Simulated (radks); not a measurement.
Task: These are the eigenvalues of the occupied orbitals of an atom or ion with whole-number occupations (eV). All-electron calculation, scalar-relativistic Kohn-Sham, PBE, spin-unpolarised, spherical densities, point nucleus. Program: a radial shooting solver on a logarithmic mesh with Libxc functionals.

orbital  eigenvalue
1s        -5475.157
2s        -713.5163
2p        -614.1455
3s        -167.9848
3p        -140.3961

Which element is it, and in what charge state? The configuration may be excited.

Result: Z = 23, vanadium, charge +6: V6+ in [Ne] 3s2 3p5. The list shows which subshells hold electrons but not how many an open one holds; the 1s level, -201.21 hartree, gives Z - s = 20.1 by -(Z - s)^2/2, which with screening and relativity narrows Z to a few neighbours, and the depths of the outer levels then fix element, charge and occupations together.
